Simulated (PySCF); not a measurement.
Compound: C6H7N2 (charge -1).
SMILES with atom numbers: `[CH2:1]=[C:2]([CH3:3])[c:4]1[cH:5][n-:6][cH:7][n:8]1` (hydrogens: H9, H10 on C1; H11, H12, H13 on C3; H14 on C5; H15 on C7)

Structure optimised with GFN2-xTB, isolated species.

(1) What internal coordinates does the optimisation give?

Answers

(1) 
| bond | length (pm) |
| --- | --- |
| C1=C2 | 133.8 |
| C2–C3 | 150.8 |
| C2–C4 | 143.8 |
| C4–C5 | 139.4 |
| C5–N6 | 134.7 |
| N6–C7 | 134.3 |
| C7–N8 | 132.2 |
| C4–N8 | 137.5 |
| C1–H9 | 107.5 |
| C1–H10 | 108.2 |
| C3–H11, C3–H12, C3–H13 | 109.1 |
| C5–H14 | 108.1 |
| C7–H15 | 108.3 |

Bonds in one row agree within 1 pm and their mean is given. A selection of angles:
| angle | degrees |
| --- | --- |
| C1–C2–C3 | 120.5 |
| C1–C2–C4 | 123.1 |
| C3–C2–C4 | 116.5 |
| C2–C4–C5 | 129.0 |
| C2–C4–N8 | 123.5 |
| C5–C4–N8 | 107.5 |
| C4–C5–N6 | 109.9 |
| C5–N6–C7 | 102.7 |
| N6–C7–N8 | 116.5 |
| C4–N8–C7 | 103.4 |

Dihedral angles: C1–C2–C4–C5 180° (antiperiplanar).

C1 (terminal =CH2 carbon) is planar (angles 122.2°, 120.5° and 117.3°, sum 360.0°, 0.00 Å off the plane of its three neighbours). The 5-membered ring C4–C5–N6–C7–N8 has internal angles of 102.7° to 116.5° (sum 540°, against 540° for a flat polygon); it is planar, 0.00 Å rms from its mean plane, widest ring torsion 0°. C5 (aromatic CH next to a ring nitrogen) is planar (angles 129.3°, 120.9° and 109.9°, sum 360.0°, 0.00 Å off the plane of its three neighbours). N8 (ring nitrogen) is bent (angle 103.4°). The C–N distances run from 1.322 Å (C7–N8, aromatic) to 1.375 Å (C4–N8, aromatic), a spread of 0.053 Å. The 8 heavy atoms lie in one plane (0.002 Å rms). C2 (fully substituted alkene carbon) is planar (angles 123.1°, 120.5° and 116.5°, sum 360.0°, 0.00 Å off the plane of its three neighbours).

Point group: Cs (every atom within 0.08 Å of its image). Not checked by GFN2-xTB frequencies.

One conformer stands for the species.

These are computed values.
